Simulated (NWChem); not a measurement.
SiBr4; SMILES Br[Si](Br)(Br)Br

Program: NWChem. Pople sets run with spherical d functions. Coordinates come from a B3LYP/6-31G* (spherical d) optimisation. Level: PBE0/6-31G* with SMD (1 M gas to 1 M solution), gas-phase geometry. Reactions with the solvent are ignored.

Q: Estimate the computed values for solvent acetonitrile. Quantities: solvation free energy (kcal/mol); cavity-dispersion-structure term (kcal/mol).

A: solvation free energy (kcal/mol): -6.0
cavity-dispersion-structure term (kcal/mol): -5.8
